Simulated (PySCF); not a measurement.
**TDDFT excited states: C5H7NOSi**

Compound: C₅H₇NOSi.
SMILES: `c1([SiH2]O)ccncc1`

Method used: TDDFT PBE0/def2-SVPD, vertical, gas phase, core orbitals frozen in the response (PySCF). One conformer (not necessarily the lowest) at the GFN2-xTB geometry, without solvent, vibrations or thermal averaging. Torsions of this conformer, `[OH:1][SiH2:2][c:3]1[cH:4][cH:5][n:6][cH:7][cH:8]1`: O1–Si2–C3–C4 -55°, H–O1–Si2–C3 -57°.

Predict the UV-vis stick spectrum at this level.

```tsv
state	E (eV)	ν̃ (cm⁻¹)	f	|μ| (D)	main configurations (H = HOMO, L = LUMO)
S1	4.47	36040	0.0044	0.51	H→L (98%)
S2	5.06	40790	0.0001	0.06	H→L+1 (99%)
S3	5.40	43540	0.044	1.47	H-1→L (81%), H-2→L+1 (16%)
S4	6.19	49920	0.028	1.10	H-2→L (58%), H-1→L+1 (21%), H-3→L (17%)
S5	6.36	51330	0.0001	0.06	H-3→L (68%), H-1→L+1 (18%)
S6	6.75	54480	0.0009	0.18	H→L+2 (90%)
S7	6.84	55160	0.177	2.61	H-4→L (62%), H-1→L+1 (21%), H-2→L (10%)
S8	7.00	56440	0.066	1.58	H-1→L+2 (49%), H-2→L+1 (30%)
```

Triplets (Tamm–Dancoff): T1 3.82 eV, H→L (93%); T2 4.22 eV, H-1→L+1 (47%), H-2→L (32%), H-1→L (13%); T3 4.39 eV, H-1→L (83%), H-1→L+1 (8%).

The lowest singlet comes at 277 nm (431 kJ/mol) in the ultraviolet; it is very weak; its leading configuration is HOMO→LUMO (98%). The strongest level in the table is S7 at 6.84 eV (181 nm, f = 0.177). Löwdin shares by element: HOMO nitrogen 53%, carbon 26% or more (atoms not listed hold the other 21%); LUMO carbon 44% or more, nitrogen 19% (atoms not listed hold the other 37%). Of the 8 states listed, 4 reach f = 0.01 and 2 stay under 0.0005. Orbital energies (eV): HOMO-3 -9.06, HOMO-2 -8.48, HOMO-1 -7.81, HOMO -7.41, LUMO -1.38, LUMO+1 -0.65, LUMO+2 0.21. The listed states span 2.53 eV, and the widest gap between neighbours is 0.79 eV (S3 to S4). The window holds the lowest 8 singlets.
